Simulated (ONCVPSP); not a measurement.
# Cl (Z = 17): ONCV pseudisation with PBEsol, scalar-relativistic reference atom.

The input file (ONCVPSP 4.0.1):

```
# ATOM AND REFERENCE CONFIGURATION
# atsym  z   nc   nv     iexc    psfile
  Cl 17.00    3    2  -116133      upf
#
#   n    l    f
    1    0    2.00
    2    0    2.00
    2    1    6.00
    3    0    2.00
    3    1    4.75
#
# PSEUDOPOTENTIAL AND OPTIMIZATION
# lmax
    1
#
#   l,   rc,      ep,       ncon, nbas, qcut
    0    1.40    0.00    5    9    3.70
    1    1.10    0.00    3    6    7.10
#
# LOCAL POTENTIAL
# lloc, lpopt,  rc(5),   dvloc0
    4    4    0.75    4.00
#
# VANDERBILT-KLEINMAN-BYLANDER PROJECTORs
# l, nproj, debl
    0    2    0.80
    1    1    2.90
#
# MODEL CORE CHARGE
# icmod, fcfact, rcfact
    3    4.00    1.30
#
# LOG DERIVATIVE ANALYSIS
# epsh1, epsh2, depsh
   -2.00    5.00    0.02
#
# OUTPUT GRID
# rlmax, drl
    6.00    0.01
#
# TEST CONFIGURATIONS
# ncnf
    4
# nvcnf
#   n    l    f
    2
    3    0    2.00
    3    1    5.00
#
    2
    3    0    2.00
    3    1    4.00
#
    2
    3    0    2.00
    3    1    3.00
#
    2
    3    0    1.00
    3    1    5.00
#
```

Command:

```bash
oncvpsp.x < Cl.dat > Cl.out
```

The program printed (shortened: citation, most of the input echo, consistency checks and plot data are left out):

```
ONCVPSP  (Optimized Norm-Conservinng Vanderbilt PSeudopotential)
scalar-relativistic version 4.0.1

#   n    l    f        energy (Ha)
    1    0    2.00    -1.0105472E+02
    2    0    2.00    -9.3770029E+00
    2    1    6.00    -7.1439066E+00
    3    0    2.00    -8.5661552E-01
    3    1    4.75    -4.0834124E-01

Reference configufation results
  iterations    23
  all-electron total energy (Ha)   -4.60650534D+02

Begin loop to  construct optimized pseudo wave functions
and semi-local pseudopoentials for all angular momenta

WARNING wellstate: negative energy specified for n= 4 l=  0
WARNING scattering state with energy  0.25000000
WARNING will be used for the first projector

   Wellstate for l =  0  n =  4
     eigenvalue =   0.2500
     asymptotic potential =   0.7500
     half-point radius =  4.3607

Calculating optimized projector #   1

 for l=   0

    Fraction of norm inside rc  0.465509
    Optimizing pswf for qcut=   3.70 a_B^-1,  ecut=   6.84 Ha
    Residual kinetic energy error=  4.04D-02 Ha

    Energy error per electron        Cutoff
         Ha          eV             Ha
         0.01000     0.27211       20.06
         0.00100     0.02721       93.14
         0.00010     0.00272      113.81
         0.00001     0.00027      125.84

Calculating optimized projector #   2

 for l=   0

    Fraction of norm inside rc  0.095345
    Optimizing pswf for qcut=   3.70 a_B^-1,  ecut=   6.84 Ha
    Residual kinetic energy error=  1.67D-02 Ha

    Energy error per electron        Cutoff
         Ha          eV             Ha
         0.01000     0.27211        8.23
         0.00100     0.02721       30.03
         0.00010     0.00272      128.90
         0.00001     0.00027      153.18

Calculating optimized projector #   1

 for l=   1

    Fraction of norm inside rc  0.162034
    Optimizing pswf for qcut=   7.09 a_B^-1,  ecut=  25.10 Ha
    Residual kinetic energy error=  1.94D-04 Ha

    Energy error per electron        Cutoff
         Ha          eV             Ha
         0.01000     0.27211        5.32
         0.00100     0.02721        8.55
         0.00010     0.00272       76.64

Construct Vanderbilt / Kleinmman-Bylander projectors

B matrix Hermiticity error, ll=   0
   1   2    6.1856E-05

  Orthonormal projector coefficients  4.6261E+01  6.5987E+00

Model core correction analysis
  based on d2Exc/dn_idn_j

d2excae - all-electron derivatives

   -3.570526D-02   -3.006804D-02
   -3.006894D-02   -2.800811D-02

d2excps - pseudofunction derivatives with no core correction

   -3.839925D-02   -3.187389D-02
   -3.187496D-02   -2.945103D-02

rms 2nd derivative error    1.991381E-03

rmatch, rhocmatch    0.8296    2.9748

Teter function model core charge with specified parameters

d2excps - pseudofunction derivatives with core correction

   -3.508580D-02   -3.003420D-02
   -3.003505D-02   -2.820032D-02

rms 2nd derivative error    3.251787E-04

Pseudoatom total energy  -14.868437

Diagnostic tests using Vanderbilt-Kleinman-Bylander pseudopotentials
  1 or more projectors used as specified by nproj input data

   l    rcore       rmatch      e in        delta e   norm test  slope test

   0   1.4043791   1.4470191  -0.8566155  -0.0000082   1.0000502   1.0000775
   0   1.4043791   1.4470191   0.2500000   0.0000006   1.0001554   1.0001554

   1   1.1055163   1.1390821  -0.4083412  -0.0000449   0.9999470   1.0002116

 Testing for bound ghosts
   n   l    E NL Schr. Eq   E Basis Diag.   E Cutoff

   1   0       -0.856624       -0.852936    176.16

   2   1       -0.408386       -0.335392     78.88

 Testing for highly-localized positive-energy ghosts
       l    <radius>/rc     E Basis Diag.   E Cutoff

       0        0.865061      154.930165    176.16  WARNING - GHOST(+)

Test configuration 0

   n   l     f        eae           eps        diff
   1   0  2.0000 -101.05472275
   2   0  2.0000   -9.37700286
   2   1  6.0000   -7.14390657
   3   0  2.0000   -0.85661552   -0.85662372   -8.19D-06
   3   1  4.7500   -0.40834124   -0.40838615   -4.49D-05

    Total energies and differences
      AE_ref= -4.60650534D+02  AE_tst= -4.60650534D+02  dif=  0.00D+00
      PS_ref= -1.48684372D+01  PS_tst= -1.48684372D+01  dif=  2.31D-14
      PSP excitation error= -2.31D-14

Test configuration 1

   n   l     f        eae           eps        diff
   1   0  2.0000 -100.94387123
   2   0  2.0000   -9.26784896
   2   1  6.0000   -7.03455371
   3   0  2.0000   -0.75771173   -0.75777888   -6.71D-05
   3   1  5.0000   -0.31463270   -0.31472592   -9.32D-05

    Total energies and differences
      AE_ref= -4.60650534D+02  AE_tst= -4.60740811D+02  dif= -9.03D-02
      PS_ref= -1.48684372D+01  PS_tst= -1.49587402D+01  dif= -9.03D-02
      PSP excitation error=  2.63D-05

Test configuration 2

   n   l     f        eae           eps        diff
   1   0  2.0000 -101.42459736
   2   0  2.0000   -9.73857525
   2   1  6.0000   -7.50641650
   3   0  2.0000   -1.17629622   -1.17597779    3.18D-04
   3   1  4.0000   -0.71222314   -0.71195275    2.70D-04

    Total energies and differences
      AE_ref= -4.60650534D+02  AE_tst= -4.60232365D+02  dif=  4.18D-01
      PS_ref= -1.48684372D+01  PS_tst= -1.44502999D+01  dif=  4.18D-01
      PSP excitation error=  3.16D-05

Test configuration 3

   n   l     f        eae           eps        diff
   1   0  2.0000 -101.99702832
   2   0  2.0000  -10.29145545
   2   1  6.0000   -8.06143662
   3   0  2.0000   -1.64725619   -1.64608916    1.17D-03
   3   1  3.0000   -1.16248711   -1.16130853    1.18D-03

    Total energies and differences
      AE_ref= -4.60650534D+02  AE_tst= -4.59299011D+02  dif=  1.35D+00
      PS_ref= -1.48684372D+01  PS_tst= -1.35175481D+01  dif=  1.35D+00
      PSP excitation error=  6.34D-04

Test configuration 4

   n   l     f        eae           eps        diff
   1   0  2.0000 -101.47233771
   2   0  2.0000   -9.78658353
   2   1  6.0000   -7.55361550
   3   0  1.0000   -1.19980923   -1.19967298    1.36D-04
   3   1  5.0000   -0.73274168   -0.73247655    2.65D-04

    Total energies and differences
      AE_ref= -4.60650534D+02  AE_tst= -4.59766787D+02  dif=  8.84D-01
      PS_ref= -1.48684372D+01  PS_tst= -1.39846714D+01  dif=  8.84D-01
      PSP excitation error= -1.79D-05
```

The run took about 3.5 s on one core of a shared server CPU.
